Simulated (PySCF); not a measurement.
**Static response to an electric field**

Compound: C7H4O.
SMILES with atom numbers: `[CH:1]#[C:2][C:3](=[O:4])[C:5]#[C:6][CH:7]=[CH2:8]` (hydrogens: H9 on C1; H10 on C7; H11, H12 on C8)

Cartesian coordinates in Å at the GFN2-xTB level; atoms count from 1:
```xyz
12
C7H4O angstrom
C     -2.8317    1.8792    0.3388
C     -2.4731    0.7609    0.0887
C     -2.0587   -0.5882   -0.2146
O     -2.8224   -1.4958   -0.4541
C     -0.6299   -0.7063   -0.1914
C      0.5731   -0.8275   -0.1764
C      1.9727   -0.9600   -0.1564
C      2.7893    0.0560    0.1098
H     -3.1405    2.8595    0.5581
H      2.3530   -1.9505   -0.3731
H      3.8583   -0.0695    0.1189
H      2.4111    1.0415    0.3256
```

Level: PBE0/def2-SVPD (PySCF), static field, nuclei fixed, core orbitals frozen in the response. The polarisability tensor in these axes (au):

```
x   143.29  -4.60   2.30
y    -4.60  88.02   9.18
z     2.30   9.18  50.46
```

Task: Give the principal values, the mean and the anisotropy Δα = √{½[(α1 − α2)² + (α2 − α3)² + (α1 − α3)²]}.

Result: Principal values 48.23, 89.85 and 143.70 au; mean 93.93 au = 13.92 Å³ = 15.49 × 10⁻⁴⁰ C²·m²/J; Δα = 82.91 au (88 % of the mean).

Task: What is the dipole moment, and where does it point?

Result: (3.54, 2.68, 0.75) D, 4.50 D in size, pointing from the negative to the positive side. Measured along this direction, the outermost atoms are O4 at the negative end and H11 at the positive end.

Task: Sum over states: ᾱ = Σ f/ω², ω in Eh. What share falls to these 6 lowest TDDFT singlets (eV, f)? 3.51, 0.0000; 4.07, 0.0000; 4.43, 0.3904; 4.81, 0.0001; 5.33, 0.1013; 6.03, 0.0002.

Result: They add up to 17.35 au, 18.5 % of the 93.93 au; the largest single term is 14.70 au, from the state at 4.43 eV. Terms in order: 0.00, 0.00, 14.70, 0.00, 2.64, 0.00 au. Higher excitations give the rest. The strengths listed sum to 0.492.

Task: Along which axes do the principal values lie, and how far do the nuclei extend along each?

Result: Largest value along (1.00, -0.08, 0.02), where the nuclei span 7.20 Å; middle along (0.07, 0.97, 0.23), 4.48 Å; least along (-0.03, -0.23, 0.97), 0.01 Å. The response follows the extents in order.

Task: Find the Langevin capture rate constant for NO+ (29.998 u) meeting this molecule (104.026 u), k = 2.342 × 10⁻⁹ cm³/s × √(α in Å³ / reduced mass in u).

Result: The reduced mass is 23.28 u, so k = 1.81 × 10⁻⁹ cm³/s. The formula leaves out the permanent dipole, which adds to the capture rate.

Isolated species at its GFN2-xTB geometry, gas phase.
